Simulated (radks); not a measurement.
Spherical quantum dot in the effective-mass picture: electrons in a parabolic well V = omega^2 r^2 / 2 with omega = 4.58, with a point charge +1 (a donor) at the centre, all in effective atomic units (hartree* = m*/eps^2 hartree, bohr* = eps/m* bohr), one dielectric constant everywhere. Calculated with a radial shooting solver with Libxc functionals: non-relativistic Kohn-Sham, exchange-only LDA, spin-polarised, spherical densities. Levels are named by radial order and angular momentum (1s, 1p, 1d, 2s, ...), and open shells are averaged over m. Results are scaled to m* = 0.027 and eps = 11, for which hartree* = 6.072 meV and bohr* = 21.56 nm.

N = 6, configuration 1s2 1p(up 3, down 1). This is the lowest configuration that the search found. Occupied and some empty levels:

level    occupation  eigenvalue (meV)  <r> (nm)
1s up             1            72.782     11.40
1s down           1            74.133     11.36
1p up             3            99.991     15.80
1p down           1            101.47     15.83
2s up             0            123.26     17.23
2s down           0            124.30     17.29
1d up             0            125.60     18.90
1d down           0            126.95     18.96
1f up             0            151.40     21.46
1f down           0            152.57     21.54

Energy (meV): total 411.447, kinetic 169.39, external 125.94, Hartree 147.30, exchange-correlation -31.188.
